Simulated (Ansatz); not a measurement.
Total energies of C2H3ClInNO (`[CH3][In]([Cl])[N]=C=O`).

```xyz
9

C     0.757   -1.531    1.077
In    0.245   -0.092   -0.391
Cl    1.123    0.025   -2.541
N    -1.103    1.395   -0.087
C    -1.549    2.310   -0.731
O    -2.023    3.215   -1.296
H     0.742   -2.523    0.628
H     0.047   -1.478    1.901
H     1.762   -1.321    1.442
```

Total charge 0; spin multiplicity 1. Correlated methods include outer-core shells of In, which these sets cover unevenly. In takes the def2 core potential. All single points use the PBE0-D4/def2-TZVP geometry. It is one conformer, not always the lowest. Basis def2-TZVPP, the Gaussian-basis code of Ansatz.

RPA on PBE orbitals: Hartree–Fock energy of these orbitals -855.62025 Eh, correlation -1.84277 Eh (frozen core).

```csv
functional,energy without D4 (Eh),D4 term (kJ/mol)
LDA (SPW92),-855.02197,–
BLYP,-858.42081,-42.4
PBE0,-858.12887,-17.5
r2SCANh,-858.42086,-5.6
r2SCAN0,-858.37879,-6.2
HSE06 (plane-wave form),-858.10981,-16.6
BHLYP,-858.31860,-28.5
CAM-B3LYP,-858.41804,-18.2
ωB97X-V,-858.36046,–
B2PLYP,-858.02148,–
```

Problem. Give the same for PBE, revPBE, r2SCAN, B97M-V, B3LYP, LC-ωPBE, ωB97M-V, PBE-QIDH. (An estimate is asked.)

Solution. The calculation gave: 
| functional | energy without D4 (Eh) | D4 term (kJ/mol) |
| --- | --- | --- |
| PBE | -858.09258 | -20.2 |
| revPBE | -858.42533 | -52.2 |
| r2SCAN | -858.45015 | -5.1 |
| B97M-V | -858.37278 | – |
| B3LYP | -858.60008 | -32.6 |
| LC-ωPBE | -858.27996 | – |
| ωB97M-V | -858.37571 | – |
| PBE-QIDH | -857.80960 | – |

B3LYP takes the VWN-RPA correlation (the form of Gaussian; ORCA's B3LYP/G). HSE06 is the plane-wave form, built on full-range PBE exchange. The double hybrids freeze the cores in their second-order part.

LC-ωPBE has ω = 0.4 bohr⁻¹.
